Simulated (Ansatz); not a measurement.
Input file for Ansatz (a first-principles code): SC-NEVPT2 on SA-CASSCF(6,6)/cc-pVDZ on C3H2 (SMILES [C]=C=C), 2S+1 = 3, a spin state set in the input, which need not be the lowest.

Ansatz 0.2 input:
```yaml
crystal:
  periodic: [false, false, false]
  atoms:
    - {symbol: C, position_ang: [1.47441757, -0.02100799, -0.14116441]}
    - {symbol: C, position_ang: [0.20015219, -0.00285184, -0.01916307]}
    - {symbol: C, position_ang: [-1.11399152, 0.01587252, 0.10665632]}
    - {symbol: H, position_ang: [-1.68816214, 0.92699841, -0.04050815]}
    - {symbol: H, position_ang: [-1.67530731, -0.87907457, 0.36253509]}
basis:
  gaussian:
    orbitals: cc-pVDZ
magnetization: {spin_polarized: false, initial_magnetization: 2}
correlation: {method: sc_nevpt2, electrons: outside_noble_gas, active_space: {window: {electrons: 6, orbitals: 6}, states: [{multiplicity: 1, weights: [1]}, {multiplicity: 3, weights: [1]}]}}
output: {orbitals: {seedname: ./end}}
```

The log:

```
WARN ansatz: RAYON_NUM_THREADS=1 ignored (pool sized by the plan → 1); use --threads N
Functional definition: HF
integrals: 0.01 GiB planned
949 factors; integrals over basis functions are off by at most 1.6e-7 eV
mean field: 0.11 GiB planned
mean field evaluation 1: about -3116.0627 eV, gradient 1.7e1 eV
mean field evaluation 2: about -3116.0655 eV, gradient 1.7e1 eV
mean field evaluation 4: about -3117.4766 eV, gradient 1.9e0 eV
mean field evaluation 8: about -3117.4978 eV, gradient 2.0e-1 eV
mean field evaluation 16: about -3117.2866 eV, gradient 2.2e0 eV
mean field evaluation 32: about -3116.2364 eV, gradient 9.2e0 eV
mean field evaluation 64: about -3117.4089 eV, gradient 7.6e-1 eV
mean field -3117.50284647 eV, -114.5661164885 hartree, gradient 6.7e-6 eV, S^2 2.000000; 14 other end points of the search recorded, 0 dependent functions left out
reference -3117.50284647 eV, -114.5661164885 hartree; 11, 9 occupied and 41, 43 virtual orbitals, 949 factors
configuration interaction: 0.15 GiB planned
configuration interaction: 0.00 GiB planned
state -3120.63749217 eV, -114.6813125930 hartree
state -3120.63749217 eV, -114.6813125930 hartree; corrected -3128.36788155 eV, -114.9653991630 hartree
configuration interaction: 0.00 GiB planned
state -3119.56968757 eV, -114.6420714981 hartree
state -3119.56968757 eV, -114.6420714981 hartree; corrected -3127.01099416 eV, -114.9155344712 hartree
Total energy: -3127.68943785 eV, -114.9404668171 hartree
```

Self-consistency was reached. The last total energy is the mean of the averaged states.

Cost: about 16 core-seconds (a rough figure).
